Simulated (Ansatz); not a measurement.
The first iterations of a band of CH$_{8}$OSi$_{3}$ (13 atoms, charge 0, multiplicity 1).

Theory: RKS r2SCAN-D4/STO-3G (Ansatz).

```json
{"movable images": "4", "climbing image": "no", "spring": "5.0 eV/Å²", "optimiser": "quadratic models (default)", "start path": "through a guess of the saddle point", "force threshold": "0.05 eV/Å", "iteration limit": "41", "end points": "relaxed"}
```

First end point:

```xyz
13
Properties=species:S:1:pos:R:3
C -2.077 -0.122 0.255
Si -0.254 -0.286 0.695
Si 1.194 -1.123 -0.835
O 2.107 0.366 -0.866
Si 1.175 1.400 0.190
H -2.580 -1.096 0.292
H -2.213 0.285 -0.754
H -2.594 0.544 0.956
H -0.135 -0.830 2.036
H 2.061 -2.237 -0.478
H 0.669 -1.434 -2.158
H 2.029 1.961 1.228
H 0.639 2.539 -0.544
```

Last end point:

```xyz
13
Properties=species:S:1:pos:R:3
C -2.078 -0.151 0.244
Si -0.254 -0.341 0.669
Si 1.201 -1.049 -0.920
O 2.119 0.434 -0.818
Si 1.171 1.385 0.302
H -2.597 0.455 0.997
H -2.577 -1.126 0.204
H -2.218 0.335 -0.728
H -0.132 -0.988 1.962
H 2.063 -2.193 -0.660
H 0.678 -1.241 -2.267
H 2.013 1.876 1.382
H 0.631 2.568 -0.355
```

| iteration | highest image above the first end (eV) | largest band force component (eV/Å) |
| --- | --- | --- |
| 1 | 1.363 | 6.506 |
| 2 | 0.250 | 1.568 |
| 3 | 0.118 | 0.606 |

Q: Does the band converge within its limit, and where does its top end?

A: It converged. It ended after 11 iterations with the highest image 0.043 eV above the first end. No image climbed, so the highest image needn't sit at the top of the path. Limits of this set-up: minimal basis.

Run time: 7.1 min on 1 thread of Intel(R) Xeon(R) Processor @ 2.50GHz (Skylake/Cascade Lake), on a shared host, peak memory 0.15 GiB.
